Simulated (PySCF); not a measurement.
**Sm: ionisation energy**

Sm [Xe] 4f6 6s2 [4f5/2^6, M_J = 0] → Sm⁺ [Xe] 4f6 6s1 [4f5/2^6 6s1/2^1, M_J = 1/2], as a difference of total energies. Calculation: PySCF 2.14, in x2c-QZVPPall-2c (16s16p12d6f4g1h, 213 functions); the two-component X2C-1e Hamiltonian. Correlated levels: [Ar] 3d10 frozen; the 40 highest virtual spinors dropped. "Screened" scales the spin-orbit matrix elements by Boettger's factors to mimic the two-electron term; Breit and QED terms are absent.

```csv
method,ionisation energy (eV)
GHF (spin-free),4.588
GMP2 (spin-free),5.570
GHF (screened spin-orbit),4.589
GMP2 (screened spin-orbit),5.572
```

How much does correlation contribute at GMP2 (screened spin-orbit)?

5.572 − (4.589) = 0.983 eV, measured against GHF (screened spin-orbit).

The spin-free rows relax to the high-spin LS determinant and lack the spin-orbit shift.

The labels give the starting determinants; with spin-orbit coupling the two ends relaxed to ⟨J²⟩ = 5.52, ⟨L²⟩ = 11.92, ⟨S²⟩ = 11.91 and ⟨J²⟩ = 6.27, ⟨L²⟩ = 11.93, ⟨S²⟩ = 15.64.

The determinant of Sm and of Sm⁺ mixes levels of different J (the jj label is only the starting occupation), so the difference between spin-free and spin-orbit rows is not the physical spin-orbit shift.

For comparison: 5.644 eV (measured; NIST Atomic Spectra Database, ionization energies).
